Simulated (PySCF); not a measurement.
Compound: C₃H₈AlFO.
Numbering: `[CH3:1][CH2:2][O:3][Al:4]([CH3:5])[F:6]` (hydrogens: H7, H8, H9 on C1; H10, H11 on C2; H12, H13, H14 on C5)

Computed by this run: PBE0-D3(BJ)/def2-SVP geometry optimisation, gas phase (PySCF 2.14.0); density fitting, grid level 1; the optimiser is geomeTRIC in internal coordinates, started from a GFN2-xTB structure with every atom displaced at random (about 0.01 Å).

At the end of the run (lengths in Å): C5–H13 1.102, C1–H8 1.101, O3–Al4 1.688, C1–C2 1.516, C2–H11 1.107, Al4–C5 1.932, C2–O3 1.394, C2–O3–Al4 141.3°, O3–Al4–F6 118.6°, C1–C2–O3 113.1°, O3–Al4–C5 120.5°, C1–C2–O3–Al4 -37°, C2–O3–Al4–C5 176°, H10–C2–O3–Al4 -159°.

**Question.** These geometries were met on the way; a selection of coordinates is given. Order them by energy above the end point, lowest first.
A. C5–H13 1.098, C1–H8 1.100, O3–Al4 1.684, C1–C2 1.515, C2–H11 1.105, Al4–C5 1.931, C2–O3 1.391, C2–O3–Al4 147.4°, O3–Al4–F6 117.1°, C1–C2–O3 113.1°, O3–Al4–C5 122.2°, C1–C2–O3–Al4 -33°, C2–O3–Al4–C5 175°, H10–C2–O3–Al4 -155°
B. C5–H13 1.108, C1–H8 1.105, O3–Al4 1.662, C1–C2 1.516, C2–H11 1.110, Al4–C5 1.930, C2–O3 1.380, C2–O3–Al4 163.8°, O3–Al4–F6 120.4°, C1–C2–O3 112.3°, O3–Al4–C5 119.4°, C1–C2–O3–Al4 -21°, C2–O3–Al4–C5 168°, H10–C2–O3–Al4 -143°
C. C5–H13 1.102, C1–H8 1.101, O3–Al4 1.690, C1–C2 1.517, C2–H11 1.107, Al4–C5 1.932, C2–O3 1.395, C2–O3–Al4 138.9°, O3–Al4–F6 118.7°, C1–C2–O3 113.1°, O3–Al4–C5 120.6°, C1–C2–O3–Al4 -37°, C2–O3–Al4–C5 176°, H10–C2–O3–Al4 -159°
D. C5–H13 1.069, C1–H8 1.075, O3–Al4 1.689, C1–C2 1.495, C2–H11 1.086, Al4–C5 1.951, C2–O3 1.385, C2–O3–Al4 175.3°, O3–Al4–F6 116.4°, C1–C2–O3 111.1°, O3–Al4–C5 121.5°, C1–C2–O3–Al4 0°, C2–O3–Al4–C5 145°, H10–C2–O3–Al4 -120°

**Answer.** C (0.001 eV), A (0.015 eV), B (0.052 eV), D (0.144 eV).

```csv
step,E above end (eV),"rms distance from the end, all atoms (Å)",largest force (eV/Å),rms shift of all bonds from the end (Å)
8,0.001,0.031,0.070,0.001
6,0.015,0.072,0.251,0.002
1,0.052,0.285,0.305,0.009
0,0.144,0.374,1.484,0.016
```

Rows stand in the order of the answer.
